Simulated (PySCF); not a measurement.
# Carbon: a sound run and one with changed settings

Sound run: C+ [He] 2s2 2p1, C(2+) [He] 2s2. Computed with PySCF 2.14 in pcseg-2 (4s3p2d1f, 30 functions), with the non-relativistic Hamiltonian (point nucleus). In the sound run the correlated levels freeze 1s2. The sound run starts from symmetry-adapted Hartree-Fock orbitals and uses a fine grid where one is needed.

Changed run: a valence shell is frozen. This setting is unsound on purpose.

Ionisation energy of C+:

| method | sound run (eV) | changed run (eV) |
| --- | --- | --- |
| UHF | 24.187 | 24.187 |
| MP2 | 24.387 | 24.187 |
| SCS-MP2 | 24.352 | 24.187 |
| CCSD | 24.218 | 24.187 |
| CCSD(T) | 24.248 | 24.187 |
| CCSDT | n/a | 24.187 |
| FCI | n/a | 24.187 |

Freezing a valence shell removes pair correlation that changes on ionisation.

For comparison, NIST gives 24.383 eV between the lowest levels.
